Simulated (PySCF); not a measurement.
Species: C7H8FN (charge +1 and doublet state).
Cartesian coordinates in Å at the GFN2-xTB level; atoms count from 1:
```xyz
17
C7H8FN angstrom
N      2.9350    0.2381    0.0999
C      1.6120    0.1367    0.0528
C      0.8981   -0.5212    1.0950
C     -0.4633   -0.6284    1.0380
C     -1.1810   -0.0901   -0.0491
C     -2.6573   -0.2077   -0.1213
F     -3.1826   -0.8451    0.9532
C     -0.4813    0.5695   -1.0839
C      0.8786    0.6830   -1.0408
H      3.4507    0.7027   -0.6351
H      3.4584   -0.1513    0.8724
H      1.4467   -0.9332    1.9282
H     -1.0067   -1.1283    1.8259
H     -2.9639   -0.7691   -1.0192
H     -3.1323    0.7852   -0.1808
H     -1.0326    0.9847   -1.9140
H      1.4144    1.1865   -1.8312
```

The hyperfine couplings belong to this conformer and change with its torsions.

As a line formula: `c1c(CF)ccc([NH2+])c1` [radical] (charge +1).

The calculation used UKS B3LYP, pcH-1 on C F H N, non-relativistic, mean-field spin-orbit, GIAO (PySCF). Isolated species at its GFN2-xTB geometry (one conformer only). The geometry wasn't refined by DFT: couplings that depend on bond lengths, twists or pyramidal angles can differ widely from those at the functional's own minimum, by a factor of two or more for some ions and for spin on atoms past the first row. The SCF solution wasn't tested for stability.

Question: Break the g tensor into its mass correction, gauge correction and orbital-Zeeman/spin–orbit terms.

Answer: 
```tsv
Δg (ppm)	1	2	3
relativistic mass correction	-176	-176	-176
gauge correction	0	43	27
orbital Zeeman/spin–orbit	-29	489	1423
total	-204	356	1274
```

So g = 2.00211, 2.00268, 2.00359 and g_iso = 2.00279; the tensor is rhombic: the two nearest values differ by 38 % of g3 − g1. Axes: g2 points within 2° of the C5–C6 bond.

Question: What effective moment and Curie constant follow for a powder?

Answer: With the mean of g² = 4.0112 and S(S+1) = 0.75: μ_eff = √(⟨g²⟩S(S+1)) = 1.734 μB and χT = 0.12505·⟨g²⟩·S(S+1) = 0.376 cm³ K/mol (cgs; spin-Hamiltonian part alone).

Question: What are the electron Larmor frequencies g μB B/h along the three axes at 340 mT?

Answer: 9.5275, 9.5302, 9.5345 GHz for g1, g2 and g3, a range of 7.0 MHz.

Question: At 9.748 GHz, how far is the centre of the isotropic spectrum from where a free electron (g = 2.002319) resonates?

Answer: B = hν/(g μB) with μB/h = 13.99624 MHz/mT gives 347.83 mT for the free electron and 347.75 mT at g_iso, 0.08 mT lower.

Question: In a frozen sample, at which fields do the three g values resonate at 9.5, 34, 94 and 263 GHz (hyperfine left aside), and which band first spreads them over more than twice a line width of 0.3 mT?

Answer: 
| band | GHz | B(g3) mT | B(g2) mT | B(g1) mT | spread mT |
| --- | --- | --- | --- | --- | --- |
| X | 9.5 | 338.77 | 338.92 | 339.02 | 0.25 |
| Q | 34.0 | 1212.43 | 1212.99 | 1213.33 | 0.90 |
| W | 94.0 | 3352.02 | 3353.56 | 3354.50 | 2.48 |
| J | 263.0 | 9378.53 | 9382.82 | 9385.45 | 6.93 |

The spread grows in proportion to the frequency. Q band is the first where it exceeds 0.6 mT.

The Mulliken spin populations are largest on C5 (+0.38), N1 (+0.33), C3 (+0.18) and C9 (+0.16). Four atoms exceed +0.15.

The HOMO–LUMO gaps are 5.72 eV among the α and 3.11 eV among the β orbitals.
